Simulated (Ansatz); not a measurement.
Input for Ansatz (a program for electronic structure): R-PBE0/def2-TZVPP on H4Si2 (SMILES [SiH][SiH3]), a point of a torsion scan.

Ansatz 0.2 input:
```yaml
crystal:
  periodic: [false, false, false]
  atoms:
    - {symbol: Si, position_ang: [1.52070422, -0.90446740, -0.04184565]}
    - {symbol: Si, position_ang: [-0.54672361, 0.06661703, -0.03151163]}
    - {symbol: H, position_ang: [2.45163014, 0.26855045, 0.03791302]}
    - {symbol: H, position_ang: [-0.97617262, 1.29532207, -0.71969250]}
    - {symbol: H, position_ang: [-0.96224861, 0.26526373, 1.36890511]}
    - {symbol: H, position_ang: [-1.47055760, -0.95402169, -0.56472413]}
basis:
  gaussian:
    orbitals: def2-TZVPP
hamiltonian:
  xc: {name: PBE0}
scf: {lower_state_search: off}
```

The log:

```
WARN ansatz: RAYON_NUM_THREADS=1 ignored (pool sized by the plan → 1); use --threads N
Functional definition: PBE0
these checks for a lower state are left out or cut short: stability, starts, cluster_reference, orbital_swaps, neighbouring_geometries, increment
integrals: 0.05 GiB planned
818 factors; their error is unknown
mean field: 0.46 GiB planned
mean field evaluation 1: about -15810.8736 eV, gradient 1.3e1 eV
mean field evaluation 2: about -15811.2593 eV, gradient 9.1e0 eV
mean field evaluation 4: about -15811.5564 eV, gradient 3.0e-1 eV
mean field evaluation 8: about -15811.5878 eV, gradient 1.0e-2 eV
mean field evaluation 16: about -15811.5878 eV, gradient 1.9e-6 eV
mean field -15811.58782062 eV, -581.0651349286 hartree, gradient 1.9e-6 eV, S^2 0.000000; 0 other end points of the search recorded, 0 dependent functions left out
reference -15811.58784911 eV, -581.0651359756 hartree; 16, 16 occupied and 124, 124 virtual orbitals, 818 factors
Total energy: -15811.58784911 eV, -581.0651359756 hartree
Checks for a lower state left out: stability, starts, cluster_reference, orbital_swaps, neighbouring_geometries, increment
```

The calculation finished and met its thresholds.

Cost: very roughly 1.1 core-seconds.
